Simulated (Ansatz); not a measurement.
Born–Oppenheimer molecular dynamics of CH₅ClGe (8 atoms, charge 0, multiplicity 1). It starts at the highest image of a converged band. Of that band: Neighbouring images differ by up to 1.5 eV, so the band resolves the path poorly. A vibrational analysis at the climbing image gives one clearly imaginary mode, 1704i cm⁻¹: a first-order saddle point.

These are results of RHF/def2-SVP in Ansatz, not measurements.

```
ensemble                      : NVE (velocity Verlet)
time step                     : 0.5 fs
steps asked                   : 200
starting velocities drawn for : 300 K
seed                          : 3045
```

Frames 0.5 fs apart, positions in Å, forces in eV/Å.

Velocities at 80 fs (Å/ps):

```
Ge -3.87 -1.77 -0.62
H 113.90 23.93 -30.58
H 108.34 27.80 -3.54
C 1.30 -1.98 -0.85
H 28.14 0.95 3.81
H 9.36 -22.29 -8.25
H 2.56 -0.68 21.54
Cl 0.03 3.45 2.04
```

```xyz
8
Properties=species:S:1:pos:R:3:forces:R:3 time_fs=80 energy_less_start_eV=-1.374 T=2082
Ge -0.663 -0.117 0.576 0.39 0.44 -1.10
H 8.588 2.036 0.002 0.43 3.89 4.75
H 8.544 1.633 -0.490 -0.43 -3.89 -4.75
C -0.608 1.272 -0.899 -2.13 0.43 1.15
H -1.391 0.863 -1.543 -0.14 0.06 -0.07
H -0.972 2.262 -0.589 0.32 -0.11 0.12
H 0.216 1.393 -1.549 1.48 -0.12 -0.39
Cl -0.444 -1.635 -1.031 0.09 -0.70 0.30
8
Properties=species:S:1:pos:R:3:forces:R:3 time_fs=80.5 energy_less_start_eV=-1.386 T=2096
Ge -0.665 -0.118 0.576 0.39 0.46 -1.07
H 8.645 2.053 -0.008 0.44 3.78 4.51
H 8.597 1.642 -0.497 -0.44 -3.78 -4.51
C -0.607 1.271 -0.899 -1.85 0.20 1.37
H -1.377 0.864 -1.541 -0.44 -0.09 -0.32
H -0.967 2.251 -0.593 0.17 0.26 0.24
H 0.219 1.392 -1.539 1.64 -0.11 -0.50
Cl -0.444 -1.633 -1.030 0.09 -0.73 0.28
8
Properties=species:S:1:pos:R:3:forces:R:3 time_fs=81 energy_less_start_eV=-1.529 T=2265
Ge -0.667 -0.119 0.575 0.39 0.48 -1.03
H 8.704 2.078 -0.007 0.30 2.41 2.82
H 8.650 1.643 -0.516 -0.30 -2.41 -2.82
C -0.607 1.270 -0.899 -1.43 -0.02 1.47
H -1.364 0.864 -1.540 -0.70 -0.23 -0.56
H -0.961 2.240 -0.596 0.01 0.65 0.36
H 0.226 1.392 -1.530 1.65 -0.12 -0.50
Cl -0.444 -1.632 -1.029 0.09 -0.76 0.25
8
Properties=species:S:1:pos:R:3:forces:R:3 time_fs=81.5 energy_less_start_eV=-1.639 T=2402
Ge -0.669 -0.119 0.575 0.39 0.49 -0.99
H 8.763 2.110 0.001 0.09 0.70 0.80
H 8.702 1.637 -0.541 -0.09 -0.70 -0.80
C -0.607 1.269 -0.899 -0.91 -0.22 1.43
H -1.353 0.864 -1.540 -0.92 -0.33 -0.76
H -0.956 2.231 -0.599 -0.14 1.00 0.47
H 0.237 1.391 -1.522 1.49 -0.15 -0.38
Cl -0.444 -1.630 -1.028 0.09 -0.79 0.23
8
Properties=species:S:1:pos:R:3:forces:R:3 time_fs=82 energy_less_start_eV=-1.638 T=2404
Ge -0.671 -0.120 0.574 0.38 0.50 -0.95
H 8.822 2.143 0.011 -0.09 -0.69 -0.78
H 8.754 1.630 -0.568 0.09 0.69 0.78
C -0.608 1.268 -0.898 -0.37 -0.38 1.28
H -1.344 0.863 -1.542 -1.04 -0.39 -0.90
H -0.951 2.224 -0.600 -0.26 1.28 0.55
H 0.251 1.389 -1.515 1.20 -0.19 -0.18
Cl -0.444 -1.629 -1.027 0.09 -0.81 0.20
8
Properties=species:S:1:pos:R:3:forces:R:3 time_fs=82.5 energy_less_start_eV=-1.558 T=2307
Ge -0.673 -0.121 0.574 0.37 0.51 -0.90
H 8.882 2.174 0.019 -0.23 -1.63 -1.81
H 8.805 1.624 -0.593 0.23 1.63 1.81
C -0.608 1.267 -0.897 0.12 -0.48 1.03
H -1.337 0.861 -1.546 -1.06 -0.39 -0.95
H -0.946 2.221 -0.600 -0.34 1.44 0.58
H 0.269 1.387 -1.508 0.81 -0.24 0.06
Cl -0.444 -1.627 -1.026 0.09 -0.84 0.18
8
Properties=species:S:1:pos:R:3:forces:R:3 time_fs=83 energy_less_start_eV=-1.464 T=2190
Ge -0.674 -0.122 0.573 0.36 0.51 -0.86
H 8.940 2.202 0.023 -0.31 -2.18 -2.39
H 8.858 1.622 -0.613 0.31 2.18 2.39
C -0.609 1.266 -0.896 0.49 -0.48 0.74
H -1.333 0.858 -1.553 -0.97 -0.33 -0.91
H -0.943 2.220 -0.599 -0.36 1.45 0.57
H 0.288 1.385 -1.502 0.38 -0.29 0.30
Cl -0.444 -1.626 -1.025 0.10 -0.87 0.16
8
Properties=species:S:1:pos:R:3:forces:R:3 time_fs=83.5 energy_less_start_eV=-1.404 T=2115
Ge -0.676 -0.123 0.573 0.35 0.52 -0.81
H 8.998 2.224 0.021 -0.36 -2.46 -2.66
H 8.911 1.626 -0.628 0.36 2.46 2.66
C -0.609 1.265 -0.895 0.70 -0.40 0.43
H -1.332 0.855 -1.562 -0.78 -0.20 -0.77
H -0.940 2.224 -0.596 -0.32 1.31 0.50
H 0.308 1.382 -1.494 -0.05 -0.33 0.53
Cl -0.444 -1.624 -1.024 0.10 -0.90 0.13
8
Properties=species:S:1:pos:R:3:forces:R:3 time_fs=84 energy_less_start_eV=-1.402 T=2113
Ge -0.678 -0.123 0.572 0.33 0.52 -0.76
H 9.055 2.240 0.012 -0.38 -2.53 -2.71
H 8.965 1.635 -0.637 0.38 2.53 2.71
C -0.609 1.264 -0.894 0.77 -0.24 0.13
H -1.332 0.850 -1.572 -0.53 -0.04 -0.57
H -0.938 2.230 -0.592 -0.25 1.03 0.38
H 0.328 1.378 -1.486 -0.44 -0.35 0.71
Cl -0.444 -1.623 -1.023 0.10 -0.93 0.11
8
Properties=species:S:1:pos:R:3:forces:R:3 time_fs=84.5 energy_less_start_eV=-1.459 T=2184
Ge -0.680 -0.124 0.572 0.32 0.53 -0.72
H 9.112 2.251 -0.003 -0.37 -2.40 -2.55
H 9.020 1.651 -0.639 0.37 2.40 2.55
C -0.609 1.262 -0.893 0.72 -0.02 -0.12
H -1.334 0.846 -1.584 -0.24 0.15 -0.32
H -0.936 2.239 -0.588 -0.14 0.66 0.24
H 0.347 1.373 -1.475 -0.77 -0.37 0.83
Cl -0.443 -1.622 -1.022 0.11 -0.96 0.09
8
Properties=species:S:1:pos:R:3:forces:R:3 time_fs=85 energy_less_start_eV=-1.557 T=2308
Ge -0.682 -0.125 0.571 0.30 0.54 -0.67
H 9.167 2.256 -0.024 -0.32 -2.04 -2.14
H 9.076 1.672 -0.635 0.32 2.04 2.14
C -0.609 1.261 -0.891 0.58 0.23 -0.32
H -1.336 0.842 -1.597 0.05 0.34 -0.07
H -0.935 2.250 -0.582 -0.02 0.25 0.09
H 0.364 1.368 -1.463 -1.02 -0.37 0.91
Cl -0.443 -1.621 -1.020 0.11 -0.99 0.06
8
Properties=species:S:1:pos:R:3:forces:R:3 time_fs=85.5 energy_less_start_eV=-1.660 T=2436
Ge -0.684 -0.126 0.571 0.28 0.54 -0.63
H 9.221 2.255 -0.050 -0.21 -1.34 -1.39
H 9.132 1.698 -0.626 0.21 1.34 1.39
C -0.609 1.260 -0.890 0.39 0.48 -0.45
H -1.338 0.839 -1.609 0.31 0.51 0.18
H -0.934 2.261 -0.577 0.10 -0.16 -0.06
H 0.379 1.361 -1.448 -1.19 -0.35 0.92
Cl -0.443 -1.619 -1.019 0.12 -1.02 0.04
```

Of the whole run (100 fs, mean temperature of the second half 2338 K): The conserved energy stayed within 1.3 meV per atom of its start (net change -0.15 meV per atom), so the integration is sound. The kinetic energy rose, since the run started high on the potential surface and went downhill. It ends in pieces (CH3ClGe + H2), so much of that is their flight and rotation, not heat. A run of 0.1 ps of so small a system gives no equilibrium averages. The orbitals stay closed-shell, which can raise the energy where a bond breaks towards radicals; this wasn't checked here.

The run took 4.5 min on 1 thread of Intel(R) Xeon(R) Platinum 8488C (Sapphire Rapids), with other jobs on the host, peak memory 0.19 GiB.
